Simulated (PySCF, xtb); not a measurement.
BH3N, SMILES [BH]N, multiplicity 2.

Coordinates come from a PBE0-D3(BJ)/def2-TZVP optimisation. The isomer is the one that the SMILES or the coordinates give; other isomers of the formula were not compared.

These are IEF-PCM-B3LYP/def2-TZVPD in PySCF 2.14.0 values and carry that method's errors.

The values are the electrostatic part of the solvation free energy, E(continuum) − E(gas) at the gas-phase geometry, in a cavity of scaled van der Waals radii (PySCF's table); cavitation and dispersion terms are not included. The dipole moment in vacuum is 2.22 D.

Computed values in water (ε = 78.36), acetonitrile (ε = 35.69), chloroform (ε = 4.71):
| solvent | ε | ΔG(elec) (kcal/mol) | dipole (D) |
|---|---|---|---|
| water | 78.36 | -3.9 | 2.91 |
| acetonitrile | 35.69 | -3.8 | 2.89 |
| chloroform | 4.71 | -2.7 | 2.70 |

For comparison, GFN2-xTB/ALPB(water) (xtb, at the GFN2-xTB geometry, all terms of that model) gives -3.9 kcal/mol.
